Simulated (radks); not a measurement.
Species: Ni III. Configuration: [Ar] 3d7 4s1 (not the ground configuration). Calculated with a radial shooting solver on a logarithmic mesh with Libxc functionals: scalar-relativistic Kohn-Sham, LDA (Slater exchange, Perdew-Wang correlation), spin-unpolarised, spherical densities, finite nucleus; Fermi nuclear charge, rms radius 3.7757 fm.

X-ray form factor f0, the Fourier transform of the density (f0(0) = 26):

sin(theta)/lambda (1/angstrom),f0 (electrons)
0.05,25.655
0.1,24.703
0.15,23.336
0.2,21.758
0.25,20.118
0.3,18.501
0.4,15.508
0.5,12.973
0.6,10.962
0.8,8.345
1,6.957
1.25,5.935
1.5,5.119
2,3.639
